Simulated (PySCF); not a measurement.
## Working out the ionisation energy of Se

Se [Ar] 3d10 4s2 4p4 (3P) → Se⁺ [Ar] 3d10 4s2 4p3 (4S). Computed with PySCF 2.14 in x2c-QZVPPall with one added diffuse shell each of s, p, d, f type (12s9p6d5f1g, 113 functions), with the spin-free X2C one-electron Hamiltonian (Gaussian nucleus). Frozen: [Ne]. Energies in hartree (1 hartree = 27.21139 eV):

| part | Se (lower) | Se⁺ (upper) |
| --- | --- | --- |
| UHF | -2428.147866 | -2427.833932 |
| MP2 opposite-spin | -0.581826 | -0.555146 |
| MP2 same-spin | -0.297390 | -0.292743 |

Question: What does Hartree-Fock give?

Answer: (-2427.833932) − (-2428.147866) = 0.313934 hartree = 8.543 eV.

Question: What do MP2 and SCS-MP2 (6/5 opposite-spin, 1/3 same-spin) give?

Answer: The opposite-spin parts differ by 0.726 eV and the same-spin parts by 0.126 eV. MP2: 8.543 + (0.726) + (0.126) = 9.395 eV. SCS-MP2: 8.543 + 1.2 × (0.726) + (0.126)/3 = 9.456 eV.

Measured between the centres of the two terms (NIST): 9.635 eV, so MP2 (valence and next inner shell) is off by -0.240 eV.

What remains against the reference includes basis incompleteness, the frozen core and correlation beyond second order.
